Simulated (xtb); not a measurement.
C3H8Si2, SMILES C=C1C[SiH2][SiH2]1. All values are semi-empirical tight-binding results from xtb (GFN2-xTB unless named), good for trends rather than for accurate numbers. The structure is a stationary point at GFN2-xTB. This is a generated structure with no PubChem entry under its InChIKey; it may be hypothetical.

Optimised geometry:

```xyz
13

C     -1.6036     1.7816     0.0202
C     -0.6786     0.8385    -0.0296
C      0.8185     1.0966    -0.0021
Si     1.4694    -0.7133     0.0888
Si    -0.8242    -1.0616    -0.0864
H     -2.6558     1.5459     0.0044
H     -1.3581     2.8336     0.0780
H      1.0948     1.7386     0.8353
H      1.1290     1.6262    -0.9048
H      2.1849    -0.9838     1.3417
H      2.3973    -1.0345    -1.0024
H     -1.6204    -1.6180     1.0147
H     -1.4237    -1.5585    -1.3318
```
Charge 0, spin multiplicity 1.

Computed properties:
orbital gap: 3.50 eV
dipole moment: 0.81 D
zero-point energy: 56.3 kcal/mol
G − E(el) at 298.15 K (modified RRHO): 37.0 kcal/mol
static polarisability (D4 model): 88.9 bohr³
solvation energy, GFN2-xTB/ALPB(water): 0.1 kcal/mol
solvation energy, GFN2-xTB/ALPB(hexane): -3.0 kcal/mol

Computed atomic charges and the Wiberg bond orders between heavy atoms:
charges (e) C1 -0.09, C2 -0.11, C3 -0.17, Si4 0.37, Si5 0.36, H6 0.02, H7 0.02, H8 0.01, H9 0.01, H10 -0.11, H11 -0.11, H12 -0.10, H13 -0.10. Bond orders C1–C2 1.96, C2–C3 1.03, C3–Si4 0.90, C2–Si5 0.90, Si4–Si5 0.85.
